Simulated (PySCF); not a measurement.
Property card for (CdS)2 ring, Cd2S2

Compound: (CdS)2 ring, Cd2S2 (singlet state).
Bonds: Cd1–S2, Cd1–S4, S2–Cd3, Cd3–S4.

From PBE0-D3(BJ)/def2-SVP geometry optimisation, gas phase, def2 core potentials past Kr (PySCF):

* Point group: D2h
* Rotational constants A, B, C: 1.952, 1.139, 0.719 GHz

B3LYP/def2-SVPD ground state, ΔSCF and vertical TDDFT (core frozen in the response) (PySCF):

* Dipole moment: 0.00 D
* HOMO energy: -6.25 eV
* LUMO energy: -3.81 eV
* HOMO–LUMO gap: 2.44 eV
* Lowest singlet excitation: 1.50 eV (826 nm, f = 0.000)
* Strongest line among the 10 lowest singlet transitions: S9 at 4.22 eV (294 nm, f = 0.225)
* Lowest triplet excitation (Tamm–Dancoff): 1.34 eV
* Static isotropic polarisability: 113.8 au
* Vertical ionisation energy: 8.19 eV
* Vertical electron affinity: 2.13 eV

Monoisotopic mass (most abundant isotopes): 291.7509 u.

From the two ΔSCF values, the fundamental gap I − A is 6.06 eV and the Mulliken electronegativity (I + A)/2 is 5.16 eV. With B = h/(8π²I), that is 505.379 GHz u Å² over I, the principal moments of inertia are 258.9, 443.9 and 702.8 u Å² (most abundant isotopes); the inertial defect Ic − Ia − Ib is 0.0 u Å² (zero for a rigid planar frame, negative otherwise). The rotational constants make it an asymmetric top with κ = (2B − A − C)/(A − C) = -0.32, nearer the prolate limit (−1). −ε(LUMO) is 3.81 eV against a ΔSCF electron affinity of 2.13 eV. S1 lies 0.94 eV below the HOMO–LUMO gap; its leading configuration is HOMO→LUMO, weight 1.00. The 10 singlets span 1.50 to 4.66 eV, and their oscillator strengths add up to 0.29.

Atoms past krypton carry effective core potentials; spin–orbit coupling is left out.
